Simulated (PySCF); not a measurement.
Breaking a bond: SiH (cation, charge +1), singlet.

Levels: UCCSD = CCSD on UHF/6-31G, 5 core orbitals frozen (PySCF); RCCSD = CCSD on RHF/6-31G, 5 core orbitals frozen (PySCF 2.14.0); RKS-CAM-B3LYP = restricted CAM-B3LYP/6-31G run with PySCF.

Energies are in kJ/mol, each relative to the lowest point of its own curve near equilibrium.

| R / Å | UCCSD | RCCSD | RKS-CAM-B3LYP |
|---|---|---|---|
| 1.13 | 254.9 | 254.9 | 245.6 |
| 1.22 | 137.5 | 137.5 | 130.3 |
| 1.28 | 85.1 | 85.1 | 79.0 |
| 1.37 | 34.7 | 34.7 | 30.4 |
| 1.44 | 12.9 | 12.9 | 10.1 |
| 1.48 | 5.7 | 5.7 | 3.7 |
| 1.52 | 1.6 | 1.6 | 0.5 |
| 1.56 | 0.0 | 0.0 | 0.0 |
| 1.61 | 1.0 | 1.0 | 2.5 |
| 1.68 | 6.9 | 6.9 | 10.5 |
| 1.75 | 16.4 | 16.4 | 22.7 |
| 1.87 | 38.1 | 38.1 | 50.0 |
| 2.07 | 80.3 | 80.2 | 104.5 |
| 2.26 | 119.6 | 119.3 | 159.0 |
| 2.48 | 158.7 | 158.2 | 219.8 |
| 2.75 | 194.3 | 193.8 | 287.0 |
| 3.03 | 217.7 | 217.5 | 346.4 |
| 3.37 | 232.8 | 233.0 | 404.2 |
| 3.73 | 240.8 | 240.6 | 450.5 |
| 4.12 | 241.6 | 243.9 | 486.6 |
| 4.51 | 242.1 | 245.3 | 511.4 |
| 5.34 | 242.6 | 246.1 | 540.4 |
| 6.14 | 242.6 | 246.2 | 552.6 |

At the longest distance, 6.14 Å, RKS-CAM-B3LYP lies highest above its minimum (552.6 kJ/mol) and UCCSD lowest (242.6 kJ/mol).

The unrestricted determinant behind UCCSD is spin-contaminated at 1.13 to 1.28, 2.07 to 6.14 Å (<S²> up to 1.0, against 0.00 for a pure singlet). The T1 diagnostic of CCSD on the restricted reference of RCCSD exceeds 0.045 at 3.03 to 6.14 Å. At the longest distance RKS-CAM-B3LYP leaves fractional charges on the fragments, a sign of delocalisation error or of the restricted form. The restricted form behind RKS-CAM-B3LYP keeps the bonding electrons paired and can't separate into open-shell fragments.
